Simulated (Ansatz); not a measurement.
`N[Si](O)(Cl)Br` + H–F → `N[Si](F)(Cl)Br` + H₂O at 700 K and 1 bar (ligand exchange at the Si–O bond).

Program: Ansatz. Geometries: PBE0-D4/def2-TZVP. ΔE: electronic, gas phase. CBS: MP2 limit from def2 TZ/QZ plus the TZ coupled-cluster correction, frozen cores. This one scheme is used for every species. For Br outer-core shells are correlated without core-valence functions, which leaves a few kJ/mol of doubt a bond. Scalar relativity is left out up to krypton. One conformer a species, not always the lowest.

| species | CCSD(T)/CBS energy (Eh) | H − E (kJ/mol) | S (J/(mol·K)) |
| --- | --- | --- | --- |
| `N[Si](O)(Cl)Br` | -3454.05781 | 190.4 | 471.5 |
| H–F | -100.39570 | 45.2 | 198.5 |
| `N[Si](F)(Cl)Br` | -3478.08790 | 153.8 | 461.8 |
| H₂O | -76.37941 | 80.5 | 218.4 |

H − E and S are ideal-gas, rigid-rotor, harmonic terms from PBE0-D4/def2-TZVP, for one conformer and one mirror image of each species. 1 Eh = 2625.50 kJ/mol, R = 8.31446 J/(mol·K).

Task: By hand: ΔE, ΔH, ΔS and ΔG.

Result: ΔE = (-3478.08790) + (-76.37941) − (-3454.05781) − (-100.39570) = -0.01380 Eh = -36.2 kJ/mol. Δ(H − E) = 153.8 + 80.5 − 190.4 − 45.2 = -1.3, so ΔH = -37.5 kJ/mol. ΔS = 461.8 + 218.4 − 471.5 − 198.5 = 10.2 J/(mol·K). ΔG = -37.5 − 700 × (10.2)/1000 = -44.6 kJ/mol.

Task: By hand: the equilibrium constant, and the temperature at which ΔG would vanish if ΔH and ΔS stayed fixed.

Result: log₁₀ K = −ΔG/(RT ln 10) = 3.3. ΔH and −TΔS have one sign here, so there is no such temperature.

The number of gas molecules stays the same, so ΔS is small and ΔH decides. A doubt of 5 kJ/mol in ΔE shifts log₁₀ K by 0.4 here. Other conformers and mirror images would add mixing entropy, several J/(mol·K) or more a flexible species. These are equilibria of isolated gas molecules and say nothing of rates. Largest T1 diagnostic: 0.009 (customary marks: 0.02 for closed shells, 0.045 for open ones).

ΔS is within the doubt of such terms, so its sign, and with it that verdict, could turn.
